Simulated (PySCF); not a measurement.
Simulation results for CH₄B₂Ge

All values are calculated (PySCF 2.14.0). Calculation on a computer-drawn molecule: the log of a Hartree-Fock and frozen-core CCSD(T) single point meant for a local Hartree-Fock minimum, with one planted fault or none, to be diagnosed. Offsets are logged minus clean, where the clean run is the same molecule without the fault. The reference is restricted for singlets and unrestricted otherwise, and also for a bond in bohr or an excited solution. Adding or removing an electron swaps singlet and doublet. The excited solution moves the top pair (singlet) or top alpha electron (doublet) to the lowest empty orbital. Highest occupied and lowest empty are orbital energies over both spins, largest force is the largest gradient component, triples share is (T) over the correlation energy, the T1 limit is 0.02 restricted and 0.045 unrestricted, electrons count all cores, a negative frequency is imaginary (commonest isotopes), and the dipole is about the centre of nuclear charge; on germanium a core potential holds 10 electrons, which the energies leave out, and 3d is frozen in MP2 and coupled-cluster steps.

```xyz
8
formula=CH4B2Ge meant_charge=0 meant_multiplicity=1 meant_basis=cc-pVDZ meant_basis_and_core_potential_on_germanium=cc-pVDZ-PP_ECP10MDF logged_electrons=52 logged_basis_functions=85 logged_SCF_converged=yes logged_spin_squared=2.0176 logged_highest_occupied=-6.7028 logged_lowest_empty=-1.4617 logged_largest_force=0.10422 logged_T1_diagnostic=0.024847 logged_D1_diagnostic=0.088916 logged_triples_share=0.033482 logged_CC_converged=yes logged_dipole_magnitude=5.026 logged_SCF_stable_within_its_kind=yes logged_energy_HF=-382.78964 logged_energy_CCSD(T)=-383.18799 possible_faults=no_fault,one_electron_removed,one_electron_added,multiplicity_raised_by_two,geometry_at_a_saddle_point,SCF_held_on_an_excited_solution,minimal_basis_STO-3G,one_bond_length_entered_in_bohr,all_coordinates_scaled planted_fault=multiplicity_raised_by_two HF_energy_offset_from_clean_run=43.51 CCSD(T)_energy_offset_from_clean_run=63.4
B     -1.2958    -1.0387     0.1197
C     -0.5841    -1.7253    -1.0588
B     -0.7545    -0.8912    -2.1667
Ge    -1.0248     0.3754    -3.8098
H     -1.8510     0.0185    -0.0453
H     -1.3196    -1.5255     1.2186
H     -0.0696    -2.6721    -0.9746
H     -1.8440     1.3982    -2.9329
```

Units: logged_highest_occupied, logged_lowest_empty in eV; logged_largest_force in hartree/bohr; logged_dipole_magnitude in debye; logged_energy_HF, logged_energy_CCSD(T) in hartree; HF_energy_offset_from_clean_run, CCSD(T)_energy_offset_from_clean_run in kcal/mol.

Drawn bonds:
| atom | other atom | order |
| --- | --- | --- |
| 1 | 2 | 1 |
| 2 | 3 | 2 |
| 3 | 4 | 1 |
| 1 | 5 | 1 |
| 1 | 6 | 1 |
| 2 | 7 | 1 |
| 4 | 8 | 1 |
